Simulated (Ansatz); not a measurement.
Geometry optimisation, RKS PBE0-D4/def2-SVP (Ansatz).

The input (input.yaml):

```yaml
crystal:
  periodic: [false, false, false]
  atoms:
    - { symbol: Br, position_ang: [0.6766, -0.2452, -2.0431] }
    - { symbol: H, position_ang: [-0.6233, 0.279, -1.9815] }
    - { symbol: C, position_ang: [0.0078, -0.0097, 1.3542] }
    - { symbol: "N", position_ang: [-1.1215, -0.0529, 1.2185] }
    - { symbol: H, position_ang: [1.0605, 0.0289, 1.4519] }
basis:
  gaussian: { orbitals: def2-SVP }
hamiltonian:
  xc: pbe0
  dispersion: d4
relax:
  f_tol: 0.02
  max_steps: 40
output:
  orbitals: {}
```

Run as:

```bash
$ ansatz run input.yaml --threads 1 --pin off --max-ram 2048MiB --backend cpu --events-out ev --progress --plain --runs-dir out
```

Q: Where does it end, and by what steps?

A: The run converged. The force dipped under the threshold on the way, but the program's further checks kept it going. After 26 steps the energy has fallen by 0.187 eV; Br1 moved furthest, 1.42 Å.

```csv
step,energy less start (eV),largest force component (eV/Å),accepted
0,0.0000,2.105,yes
1,-0.0370,0.899,yes
2,-0.0469,0.377,yes
3,-0.0522,0.531,yes
4,-0.0632,0.312,yes
5,-0.0528,1.891,no
6,-0.0702,0.216,yes
7,-0.0760,0.118,yes
8,-0.0825,0.045,yes
9,-0.0640,2.227,no
10,-0.0886,0.563,yes
11,-0.0971,0.715,yes
12,-0.1071,0.890,yes
13,-0.1106,1.715,yes
14,-0.1376,1.017,yes
15,-0.1549,0.966,yes
16,-0.1666,0.448,yes
17,-0.1736,0.439,yes
18,-0.1815,0.043,yes
19,-0.1814,0.350,no
20,-0.1823,0.027,yes
21,-0.1838,0.456,yes
22,-0.1855,0.246,yes
23,-0.1864,0.006,yes
24,-0.1866,0.083,yes
25,-0.1868,0.044,yes
26,-0.1868,0.001,yes
```

```xyz
5
Properties=species:S:1:pos:R:3
Br -0.313 -0.003 -3.036
H -0.176 -0.001 -1.608
C 0.166 0.001 1.571
N 0.033 0.001 0.428
H 0.290 0.001 2.645
```

Time of the run: 45 s on 1 thread of Arm Neoverse V2 (shared host), peak memory 0.13 GiB.
